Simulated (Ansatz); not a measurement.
`FC(S)=[Se]`, relaxed with RKS PBE0-D4/def2-TZVP in Ansatz 0.2.0 from a GFN2-xTB geometry. The force threshold is 0.005 eV/Å; the program also tests the step.

Charge 0, multiplicity 1.

Start:

```xyz
5

F    -0.935   -0.617    1.366
C    -0.148   -0.022    0.480
S    -0.366   -0.719   -1.101
Se    0.926    1.283    0.956
H     0.523    0.074   -1.700
```

Question: How much energy does the relaxation release, and in how many steps? (Best estimate.)

Answer: The calculation gave: 1.23 kJ/mol, in 7 steps, 2 of them rejected.

Question: Which bonds change most? (Estimate.)

Answer: The calculation gave: C2–S3 from 1.742 to 1.731 Å; S3–H5 from 1.333 to 1.341 Å; F1–C2 from 1.326 to 1.328 Å; C2–Se4 from 1.756 to 1.756 Å.

Question: Give the relaxed structure. (Best estimate.)

Answer: Ansatz gave: 
```xyz
5

F    -0.936   -0.627    1.337
C    -0.136   -0.010    0.476
S    -0.377   -0.724   -1.083
Se    0.932    1.294    0.967
H     0.516    0.067   -1.697
```
